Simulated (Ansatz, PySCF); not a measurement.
Se(iPr)(SH) (C₃H₈SSe), SMILES CC(C)[Se]S. Atoms are numbered in the order given.

```xyz
13

Se    -0.3701     0.0659     0.7401
C      0.5684    -1.1211    -0.5384
C      0.9544    -2.3635     0.2479
C      1.7484    -0.4310    -1.1886
H     -0.1869    -1.3799    -1.2970
H      1.4500    -3.0882    -0.4177
H      1.6625    -2.1195     1.0565
H      0.0786    -2.8595     0.6933
H      1.4352     0.4894    -1.7033
H      2.2121    -1.0970    -1.9358
H      2.5119    -0.1666    -0.4406
S     -0.9346     1.7271    -0.5906
H     -2.1164     1.2273    -1.0262
```
Charge 0, spin multiplicity 1.

Coordinates come from a PBE0-D3(BJ)/def2-SVP optimisation. The values are those of a single conformer.

Two levels are set side by side: PBE-D3(BJ)/def2-SVP (Ansatz, a program for electronic structure) and PBE0-D3(BJ)/def2-SVP (Ansatz). Each level has its own optimised geometry; the coordinates shown are those of the second. Frequencies come from the Hessian of PySCF at each geometry. Differences are taken from unrounded values.

```json
[
 {"quantity": "mean bond length (Å)", "PBE0-D3(BJ)": "1.357"},
 {"quantity": "bond Se1–C2 (Å)", "PBE0-D3(BJ)": "1.981"},
 {"quantity": "bond Se1–S12 (Å)", "PBE0-D3(BJ)": "2.202"},
 {"quantity": "bond C2–C3 (Å)", "PBE0-D3(BJ)": "1.520"},
 {"quantity": "bond C2–C4 (Å)", "PBE0-D3(BJ)": "1.514"},
 {"quantity": "bond C2–H5 (Å)", "PBE0-D3(BJ)": "1.101"},
 {"quantity": "bond C3–H6 (Å)", "PBE0-D3(BJ)": "1.102"},
 {"quantity": "bond C3–H7 (Å)", "PBE0-D3(BJ)": "1.102"},
 {"quantity": "bond C3–H8 (Å)", "PBE0-D3(BJ)": "1.101"},
 {"quantity": "bond C4–H9 (Å)", "PBE0-D3(BJ)": "1.100"},
 {"quantity": "bond C4–H10 (Å)", "PBE0-D3(BJ)": "1.103"},
 {"quantity": "bond C4–H11 (Å)", "PBE0-D3(BJ)": "1.101"},
 {"quantity": "bond S12–H13 (Å)", "PBE0-D3(BJ)": "1.355"},
 {"quantity": "highest harmonic wavenumber (cm⁻¹)", "PBE0-D3(BJ)": "3161"},
 {"quantity": "mean harmonic wavenumber (cm⁻¹)", "PBE0-D3(BJ)": "1382"},
 {"quantity": "zero-point energy (kcal/mol)", "PBE0-D3(BJ)": "65.20"}
]
```

Task: What does PBE-D3(BJ) give, and how far is it from PBE0-D3(BJ)? (The exact figures need the calculation; the answer reports its results.)

Result: 
```csv
quantity,PBE-D3(BJ),PBE-D3(BJ) minus PBE0-D3(BJ)
mean bond length (Å),1.368,0.011
bond Se1–C2 (Å),2.009,0.028
bond Se1–S12 (Å),2.223,0.021
bond C2–C3 (Å),1.528,0.008
bond C2–C4 (Å),1.521,0.007
bond C2–H5 (Å),1.110,0.008
bond C3–H6 (Å),1.110,0.008
bond C3–H7 (Å),1.110,0.008
bond C3–H8 (Å),1.109,0.008
bond C4–H9 (Å),1.108,0.008
bond C4–H10 (Å),1.112,0.008
bond C4–H11 (Å),1.109,0.008
bond S12–H13 (Å),1.369,0.014
highest harmonic wavenumber (cm⁻¹),3068,-93
mean harmonic wavenumber (cm⁻¹),1335,-47
zero-point energy (kcal/mol),62.99,-2.21
```

Exact exchange shortens and stiffens bonds; PBE has none. Differences between two approximate levels are no errors against the true value.
